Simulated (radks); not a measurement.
All-electron atom: La39+ in [Ar] (the NIST ground configuration).

Calculated with a radial shooting solver on a logarithmic mesh with Libxc functionals: Dirac Kohn-Sham, BLYP, spin-unpolarised, spherical densities, finite nucleus; Fermi nuclear charge, rms radius 4.855 fm.

Energy parts (hartree):
| part | energy |
|---|---|
| total | -7243.6120 |
| kinetic | 7831.1826 |
| electron-nucleus | -16024.5734 |
| Hartree | 1079.5110 |
| exchange-correlation | -129.7323 |

Orbitals (lengths in bohr, moments of r in powers of bohr; <r^-3> diverges for s and p1/2):
1s1/2: occ. 2; eigenvalue (hartree) -1504.613; <r^2> 0.0008537; small-component weight 4.44e-02
2s1/2: occ. 2; eigenvalue (hartree) -305.9637; <r^2> 0.01327; small-component weight 9.80e-03
2p1/2: occ. 2; eigenvalue (hartree) -293.8946; <r^2> 0.009727; small-component weight 9.79e-03
2p3/2: occ. 4; eigenvalue (hartree) -278.4434; <r^-3> 6806; <r^2> 0.01093; small-component weight 9.24e-03
3s1/2: occ. 2; eigenvalue (hartree) -115.2145; <r^2> 0.07806; small-component weight 3.59e-03
3p1/2: occ. 2; eigenvalue (hartree) -110.6945; <r^2> 0.07155; small-component weight 3.53e-03
3p3/2: occ. 4; eigenvalue (hartree) -106.9448; <r^-3> 1702; <r^2> 0.07677; small-component weight 3.39e-03
3d3/2: occ. 0; eigenvalue (hartree) -100.2379; <r^-3> 292.1; <r^2> 0.05816; small-component weight 3.25e-03
3d5/2: occ. 0; eigenvalue (hartree) -99.35372; <r^-3> 267.1; <r^2> 0.05954; small-component weight 3.22e-03
4s1/2: occ. 0; eigenvalue (hartree) -59.62766; <r^2> 0.2855; small-component weight 1.71e-03

The highest occupied level is 3p3/2 at -2910.1 eV. Summed over all electrons, <r^2> = 0.6977 bohr^2, which gives a Langevin (diamagnetic) susceptibility term of -0.553 x 10^-6 cm^3/mol. For comparison, the ionisation energy in NIST's Atomic Spectra Database is 2950 eV (theoretical). In exact Kohn-Sham theory the highest level is minus the ionisation energy, but local and semilocal functionals leave it too shallow, through self-interaction and a potential that decays too fast; potentials with the right tail come closer. The electron density at the nucleus is 3.522e+05 e/bohr^3.
